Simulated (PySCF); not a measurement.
C2H7BO3Si, SMILES O=CC[SiH2]B(O)O, GFN2-xTB optimised geometry.

```
14

O      1.76     0.87     0.93
C      1.69    -0.33     1.05
C      1.28    -1.27     0.00
Si    -0.68    -1.27     0.00
B     -1.22     0.62     0.00
O     -1.15     1.32    -1.15
O     -1.60     1.16     1.18
H      1.89    -0.81     2.03
H      1.58    -0.91    -0.98
H      1.66    -2.27     0.17
H     -1.00    -2.12    -1.16
H     -1.06    -2.07     1.18
H     -1.31     2.27    -1.13
H     -1.76     2.11     1.22
```

Density from PBE0/def2-TZVP in PySCF at that geometry.

Minimum of the electron density along straight lines between bonded atoms, close to the bond critical point (lines longer than 1.1 times the sum of covalent radii, or with two minima, are not listed):

```tsv
bond	length / Å	ρ at the minimum / e bohr⁻³	∇²ρ there / e bohr⁻⁵	position (fraction from the first atom)
O1–C2	1.208	0.421	-0.01	0.67
C2–C3	1.467	0.280	…	0.51
C3–Si4	1.952	0.102	…	0.61
Si4–B5	1.970	0.121	…	0.39
B5–O6	1.350	0.213	1.03	0.33
B5–O7	1.351	0.212	1.02	0.33
C2–H8	1.109	0.278	-0.98	0.65
C3–H9	1.088	0.276	-0.93	0.64
C3–H10	1.085	0.278	-0.95	0.64
Si4–H11	1.474	0.122	0.18	0.49
Si4–H12	1.474	0.122	0.18	0.49
O6–H13	0.960	0.359	-2.46	0.81
O7–H14	0.960	0.359	-2.46	0.81
```

**Question.** What belongs in the gaps?

**Answer.** 
- C2–C3, ∇²ρ there / e bohr⁻⁵: -0.77
- C3–Si4, ∇²ρ there / e bohr⁻⁵: 0.13
- Si4–B5, ∇²ρ there / e bohr⁻⁵: -0.02
